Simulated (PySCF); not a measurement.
**[ICl4]-: computed shieldings and shifts**

[ICl4]-, [Cl4I]-, point group D4h.

Geometry (Å), atoms numbered from 1 in this order:
```xyz
5

I    -0.0013    0.0008   -0.0001
Cl    2.5329   -0.0296    0.0039
Cl    0.0329    2.5353    0.0084
Cl   -2.5358    0.0268   -0.0034
Cl   -0.0287   -2.5333   -0.0089
```

Total charge -1.

GIAO calculations in PySCF on the PBE0-D3(BJ)/def2-SVP structure: isolated species, scalar relativity only through the core potential, equivalent atoms averaged; basis pcSseg-1 (def2-TZVP on I).

Question: Give the isotropic shieldings (ppm) with B3LYP, PBE0.

Answer: 
```json
{"atoms": "Cl2/Cl3/Cl4/Cl5", "environment": "chlorine bonded to I", "B3LYP": "634", "PBE0": "659"}
{"atoms": "HOMO–LUMO gap (eV)", "environment": "–", "B3LYP": "4.23", "PBE0": "4.65"}
```

Question: And the chemical shifts, against references computed in the same way?

Answer: 
```csv
atoms,"nucleus, reference",B3LYP,PBE0
Cl2/Cl3/Cl4/Cl5,"35Cl, HCl",297,284
```

Question: Which part of the shielding of Cl2/Cl3/Cl4/Cl5 depends on the functional?

Answer: Diamagnetic: B3LYP 1147, PBE0 1147 ppm; paramagnetic: B3LYP -514, PBE0 -488 ppm. The diamagnetic part, set mainly by inner electrons, hardly moves; the paramagnetic part goes with low-lying magnetically allowed excitations and carries the spread.

I is described by an effective core potential, so it has no shielding of its own here; spin–orbit effects on the atoms bonded to it, which can be large, are absent, and the values of these neighbours are rough.
